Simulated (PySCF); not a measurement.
Species: C8H9P.
SMILES: `c1ccc(C2CC2)pc1`

Torsions of this conformer, `[cH:1]1[cH:2][cH:3][c:4]([CH:5]2[CH2:6][CH2:7]2)[p:8][cH:9]1`: C3–C4–C5–C6 -145°.

The closed-shell ground state was solved at several levels (PySCF, density fitting, gas phase, non-relativistic). Isolated species at its PBE0-D3(BJ)/def2-SVP geometry (one conformer only).

| level | basis functions | HOMO (eV) | LUMO (eV) | gap (eV) | dipole (D) |
| --- | --- | --- | --- | --- | --- |
| B3LYP/pcSseg-1 | 205 | -6.49 | -1.58 | 4.91 | 1.39 |
| CAM-B3LYP/def2-SVPD | 256 | -7.81 | -0.40 | 7.41 | 1.37 |

Question: What might PBE0/pcSseg-1 (205 basis functions) give for the same quantities?

Answer: HOMO -6.72 eV, LUMO -1.45 eV, gap 5.27 eV, dipole 1.46 D.

Question: Over all these levels, which gives the widest orbital gap and which the narrowest?

Answer: CAM-B3LYP/def2-SVPD (range-separated hybrid) has the widest, 7.41 eV, and B3LYP/pcSseg-1 (global hybrid, 20 % exact exchange) the narrowest, 4.91 eV. Functional and basis both differ between the two, so the spread mixes both effects.

Question: How far do the dipole and the HOMO energy spread over the levels?

Answer: The dipole runs from 1.37 to 1.46 D (mean 1.41 D) and the HOMO from -7.81 to -6.49 eV.
